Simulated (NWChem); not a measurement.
SiF2, singlet; SMILES F[Si]F

Low-valent species are run as closed-shell singlets; no triplet was tried in these runs.

Question: Give the equilibrium geometry at PBE-D3(BJ)/def2-SVP (NWChem) as a list of bonds and angles, with the point group.

Answer: point group C2v; any orientation.
Bond lengths (Å): Si1–F2 1.645, Si1–F3 1.645. Angles (°): F2–Si1–F3 100.6.
